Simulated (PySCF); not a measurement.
## FPbN: from structure and modes to constants

These are results of wB97X in PySCF with Pb def2-TZVP with ECP60, N def2-TZVP, F def2-TZVP; scalar-relativistic core potentials, no spin–orbit coupling; density-fitted integrals, not measurements.

The singlet minimum has C∞v symmetry. Masses (u): Pb 207.97664, N 14.00307, F 18.99840.

```xyz
3
charge 0 multiplicity 1, angstrom
Pb    0.0000    0.0000   -0.0488
N     0.0000    0.0000   -1.9320
F     0.0000    0.0000    1.9585
```

Harmonic wavenumbers (cm⁻¹): 73.3 (π, ×2), 543.5 (σ+, ×1), 754.0 (σ+, ×1).

**Question.** What is the harmonic zero-point energy?

**Answer.** Half the sum of all 4 wavenumbers, 1444/2 = 722 cm⁻¹, which is 8.6 kJ/mol (1 cm⁻¹ = 0.0119627 kJ/mol).

**Question.** Find the vibrational entropy and heat capacity at 298.15 K.

**Answer.** With u = 1.43878 ω/T, each mode gives S = R[u/(eᵘ−1) − ln(1−e⁻ᵘ)] and C = R u² eᵘ/(eᵘ−1)².
```json
{"ω (cm⁻¹)": "73.3 (×2)", "u": "0.354", "S (J/(mol K))": "17.00", "C (J/(mol K))": "8.23"}
{"ω (cm⁻¹)": "543.5", "u": "2.623", "S (J/(mol K))": "2.33", "C (J/(mol K))": "4.83"}
{"ω (cm⁻¹)": "754.0", "u": "3.638", "S (J/(mol K))": "1.04", "C (J/(mol K))": "3.05"}
```
The sums over all modes are S = 37.4 and C = 24.3 J/(mol K); the softest mode gives 45 % of the entropy (each member, where degenerate).

Only a few start shapes were tried, so a lower isomer may exist. No spin–orbit coupling is included, which matters more the heavier the element.
